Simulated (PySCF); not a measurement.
PySCF 2.14 output of an unrestricted M06-2X calculation on a single atom or ion in cc-pVDZ-PP with ECP28MDF (4s3p2d, 23 functions), with scalar relativity through the core potential:

```
SCF conv_tol = 1e-09
number electrons alpha = 13  beta = 11
    Y. Zhao and D. G. Truhlar.,  Theor. Chem. Acc. 120, 215 (2008)
    Y. Zhao and D. G. Truhlar.,  Theor. Chem. Acc. 120, 215 (2008)
cycle= 1 E= -328.062127493738  delta_E= -0.00325  |g|= 0.00951  |ddm|= 0.241
cycle= 2 E= -328.06218610774  delta_E= -5.86e-05  |g|= 0.00161  |ddm|= 0.0295
cycle= 3 E= -328.062188022837  delta_E= -1.92e-06  |g|= 0.000382  |ddm|= 0.00821
cycle= 4 E= -328.062188089735  delta_E= -6.69e-08  |g|= 3.09e-05  |ddm|= 0.00134
cycle= 5 E= -328.06218809053  delta_E= -7.95e-10  |g|= 1.66e-06  |ddm|= 0.000212
converged SCF energy = -328.06218809053  <S^2> = 2.0041718  2S+1 = 3.0027799
```

The run itself started from symmetry-adapted Hartree-Fock orbitals and held the occupation by maximum overlap, on a logarithmic radial grid, so the iterations belong to that start.

Which element, charge and spin multiplicity is this?

Xe²⁺ (xenon, charge +2), multiplicity 3; the state was [Kr] 4d10 5s2 5p4, high-spin 3P determinant.

Energies and moments cover only the electrons outside the core potential.
